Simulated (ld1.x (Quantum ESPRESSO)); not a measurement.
**What one change does to a pseudopotential (F (Z = 9), TM)**

```json
{"Element": "fluorine", "Generator": "ld1.x (Quantum ESPRESSO) 7.5", "Type": "norm-conserving Troullier–Martins (Kleinman–Bylander form)", "Functional": "PBE", "Relativity": "non-relativistic", "Frozen core": "[He]", "Valence charge": "7", "Reference configuration": "2s2 2p5", "Partial waves": "2p (bound): rc 1.05 bohr; 2s (bound): rc 0.50 bohr", "Local potential": "the s channel", "Core correction": "a·sin(br)/r model core, default radius (core density twice the valence density)"}
```

Change: wave 2p (bound): rc 1.05 bohr becomes 2p (bound): rc 1.38 bohr.

Cutoffs: the cutoffs (Ry, on a coarse ladder) from which the occupation-weighted sum of valence levels, in a spherical-Bessel basis at the reference potential, stays within 10 and 1 mRy of its value at 400 Ry; they do not see the model core or the augmentation charge, which bear on the density cutoff. Errors are all-electron minus pseudo energies relative to the spin-unpolarised reference configuration.

Q: What does the change do?

A: Of the 7 tests that both files solve, the error grows in 6 and shrinks in 0 by more than 15 % and 0.3 meV (median size 4.3 → 48.8 meV); neither file shows a bound ghost. More of the atom is replaced by a form fitted at one configuration, so other configurations suffer.

| quantity | base | changed |
| --- | --- | --- |
| cutoff, loose | 300 Ry | 300 Ry |
| cutoff, tight | over 300 Ry | over 300 Ry |
| loose cutoff by channel (10 mRy a level) | p 100 Ry, s 260 Ry | p 70 Ry, s 260 Ry |
| bound ghosts | none | none |
| error for 2s2 2p4, meV [ΔE 19.40 eV] | +4.3 | +16 |
| error for 2s2 2p3, meV [ΔE 57.80 eV] | +49 | +165 |
| error for 2s2 2p2, meV [ΔE 118.44 eV] | +238 | +732 |
| error for 2s2 2p4.5, meV [ΔE 7.55 eV] | +0.5 | +2.0 |
| error for 2s2 2p1, meV [ΔE 204.24 eV] | +776 | +2209 |
| error for 2s1 2p5, meV [ΔE 38.41 eV] | +0.2 | -49 |
| error for 2s2 2p5.3, meV [ΔE -2.67 eV] | 0.0 | +0.1 |
